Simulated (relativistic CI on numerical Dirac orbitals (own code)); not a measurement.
Ho XXVI: sensitivity of the levels to the model

Base calculation: Dirac-Coulomb-Breit CI, orbitals from a KLI potential per configuration, model QED (radiative potential, 1s self-energy scaled to tabulated hydrogen-like ionisation energies), unscaled Slater integrals.

Configuration list (outside the closed core [Ar] 3d10): 4s²4p⁶4d⁶, 4s²4p⁵4d⁷, 4s²4p⁶4d⁵4f, 4s²4p⁴4d⁸, 4s4p⁶4d⁷, 4p⁶4d⁸, 4s4p⁶4d⁶4f, 4s²4p⁶4d⁵5s, 4s4p⁵4d⁸, 4s²4p⁶4d⁵5d, 4s²4p⁶4d⁴5s², 4s²4p⁴4d⁷5s, 4s²4p⁶4d⁵6s, 4s4p⁶4d⁶5s, 4p⁶4d⁷5s, 4s4p⁶4d⁵5s². Levels of other configurations are missing.

Variants: (1) P86 correlation estimate; (2) configuration mixing switched off; (3) one mean potential for all configurations. Shifts of the energy above 4s²4p⁶4d⁶ ⁵D4, in cm⁻¹, for the lowest level and the first level of each name with at least 55 % of one term (blank where a level changes its place among those of its configuration and J or its character, or is not in the variant):

```tsv
Level	Base	Δ(1)	Δ(2)	Δ(3)
4s²4p⁶4d⁶ ⁵D4	0	0	0	0
4s²4p⁶4d⁶ ⁵D3	57436	-1	-1292	+1
4s²4p⁶4d⁶ ⁵D1	67885	+1	+739	0
4s²4p⁶4d⁶ ³G5	94647	-3	-2751	+1
4s²4p⁶4d⁶ ³H6	97017	-4	-4392	+1
4s²4p⁶4d⁶ ³H5	170769	-3	-3159	+1
4s²4p⁶4d⁶ ¹I6	184964	-5	-5117	+2
4s²4p⁶4d⁶ ³P1	196101	+3	+3861	0
4s²4p⁶4d⁶ ¹G4	204457	0	+330	0
4s²4p⁵4d⁷ ⁵G°6	1109362	+1231	+7954	-283
4s²4p⁵4d⁷ ³D°3	1131772	+1209	+24335	-315
4s²4p⁵4d⁷ ⁵G°5	1185821	+1222	+14631	-293
4s²4p⁵4d⁷ ³H°6	1209302	+1213	+19662	-306
```

At this charge energies of transitions that change n are usually good to better than 1 %, and those within a shell (Δn = 0) to a few per cent. Terms inside the open d or f shell come out 10 to 20 % too wide with unscaled integrals.

Ionisation energy from the two ground configurations alone: base 884.598 eV; P86 correlation estimate 886.578 eV. The NIST ASD value (theoretical) is 885 eV.

LS names give the leading component of a level, which can be under half, so a name can repeat, a term be missing and a line seem to break the LS rules.
